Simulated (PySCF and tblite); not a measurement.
The numbers below are computed, except where a source is named.
C4H13BSi2, numbered as in [CH3:1][C@@H:2]1[CH2:3][BH:4][CH2:5][SiH2:6][SiH2:7]1. Search: ETKDG and KDG, UFF, GFN2-xTB, 200 starts; geometries at GFN2-xTB. Free energies are PBE0-D3(BJ)/def2-SVP (IEF-PCM, acetonitrile) single points with GFN2-xTB rigid-rotor and vibrational terms (modes under about 100 cm⁻¹ blended into free rotors). Symmetry numbers and mirror images are counted. Conformers within 2.5 kcal/mol (GFN2-xTB free energy) were kept, 4 at most. GIAO shieldings: WP04/pcSseg-1 (IEF-PCM, acetonitrile). Shifts are against TMS (¹H), TMS (¹³C), TMS (²⁹Si) at the same level; of two unlike H on one atom, a is the less shielded. Run with PySCF (density fitting) and tblite.

The 6-ring runs over atoms 2–3–4–5–6–7.

```json
{"conformer": "1", "shape": "6-ring boat (ring torsions -6, 67, -53, 2, 50, -58°)", "point group": "C1", "mirror pair": "no", "ΔE(DFT)": "0.00", "Δ(G−E) at 250 K": "0.00", "δ H5b (ppm)": "1.14"}
{"conformer": "2", "shape": "6-ring chair (all substituents equatorial)", "point group": "C1", "mirror pair": "no", "ΔE(DFT)": "1.36", "Δ(G−E) at 250 K": "0.32", "δ H5b (ppm)": "1.67"}
{"conformer": "3", "shape": "6-ring boat (ring torsions 2, -59, 48, -3, -44, 54°)", "point group": "C1", "mirror pair": "no", "ΔE(DFT)": "1.60", "Δ(G−E) at 250 K": "-0.11", "δ H5b (ppm)": "1.56"}
{"conformer": "4", "shape": "6-ring chair (C1 axial)", "point group": "C1", "mirror pair": "no", "ΔE(DFT)": "2.10", "Δ(G−E) at 250 K": "0.43", "δ H5b (ppm)": "1.27"}
```

Energies in kcal/mol; the thermal term leaves out symmetry numbers and mirror images.

Question: Work out the weights at 250 K and the ¹H shift of H5b under fast exchange.

Answer: RT = 0.497 kcal/mol. Each conformer gets RT ln(σ/g), with σ the rotational symmetry number and g = 2 for a mirror pair: 1: σ = 1, g = 1, G = 0.00 + 0.00 + 0.00 = 0.00, 0.00 above the lowest, exp(−ΔG/RT) = 1.000; 2: σ = 1, g = 1, G = 1.36 + 0.32 + 0.00 = 1.68, 1.68 above the lowest, exp(−ΔG/RT) = 0.034; 3: σ = 1, g = 1, G = 1.60 − 0.11 + 0.00 = 1.48, 1.48 above the lowest, exp(−ΔG/RT) = 0.051; 4: σ = 1, g = 1, G = 2.10 + 0.43 + 0.00 = 2.53, 2.53 above the lowest, exp(−ΔG/RT) = 0.006. The sum is 1.091, so the weights are 91.7, 3.1, 4.6, 0.6 %. The averaged shift is 1.18 ppm. At 298.15 K it is 1.20 ppm. At 298.15 K the leading conformer alone gives 1.14 ppm and bare DFT energies give 1.21 ppm.
